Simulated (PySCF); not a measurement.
Ta(S)(OH)2(OSiH3) (H₅O₃SSiTa), SMILES [Ta]([OH])(=[S])([OH])[O][SiH3], multiplicity 1.

The structure is a stationary point at B3LYP-D3(BJ)/def2-SVP. The multiplicity is an assumed one; other spin states were not compared. The def2 effective core potentials stand for the cores of Ta; spin–orbit coupling is left out. The values are those of a single conformer.

Two levels are set side by side: TDA-PBE/def2-SVPD (PySCF) and TDA-M06-2X/def2-SVPD (PySCF). Vertical, same geometry. The lowest singlet is HOMO→LUMO 90 % with PBE and HOMO→LUMO 75 %, HOMO−1→LUMO+1 15 % with the other functional; states are paired by order. Differences are taken from unrounded values.

| quantity | TDA-M06-2X | TDA-PBE | TDA-PBE minus TDA-M06-2X |
|---|---|---|---|
| lowest singlet excitation (eV) | 4.41 | 4.24 | -0.16 |
| lowest triplet excitation (TDA) (eV) | 3.94 | 3.75 | -0.18 |

A lower first singlet is the usual sign of a functional without exact exchange. Differences between two approximate levels are no errors against the true value.

Rough cost on one machine, each run with all the roots and properties that it gave: TDA-M06-2X against TDA-PBE about 8 times.
